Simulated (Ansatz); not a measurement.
Consider the ligand exchange at the In–Br bond: `[NH2][In]([Cl])[Br]` + `CNC` → `C[N](C)[In]([NH2])[Cl]` + HBr.

Gas-phase electronic energies from Ansatz, PBE0-D4/def2-TZVP geometries. CCSD(T)/CBS is the MP2 limit (def2-TZVPP, def2-QZVPP) plus CCSD(T) − MP2 in def2-TZVPP, frozen cores. DFT in def2-TZVPP. B3LYP here is the variant with VWN-RPA as its local correlation; programs differ in this. Elements past krypton have def2 core potentials. For Br, In outer-core shells are correlated without core-valence functions, which leaves a few kJ/mol of doubt a bond. Scalar relativity is left out up to krypton. One conformer a species, not always the lowest.

```tsv
level	ΔE (kcal/mol)	difference from CCSD(T)/CBS
r2SCAN-D4	31.6	2.3
B2PLYP	31.4	2.1
PBE	31.3	2.0
r2SCAN	32.0	2.7
PBE0	33.2	3.9
B3LYP	33.0	3.7
HF/def2-TZVPP	39.1	9.8
MP2/def2-TZVPP	28.5	-0.8
MP2/def2-QZVPP	28.7	-0.6
HF/CBS(def2)	38.8	9.5
CCSD(T)/CBS	29.3	0
```

Largest T1 diagnostic among the species: 0.014.

From PBE to PBE0 (25 % exact exchange), in def2-TZVPP and without D4, ΔE moves by +2.0 kcal/mol. In def2-TZVPP, CCSD(T) changes the Hartree–Fock value by −10.3 kcal/mol (the triples alone add −1.3 kcal/mol) and MP2 by −10.6 kcal/mol.

CCSD(T)/CBS has its own doubt, a few kJ/mol and more with outer-core shells, so smaller differences from it don't rank the levels.
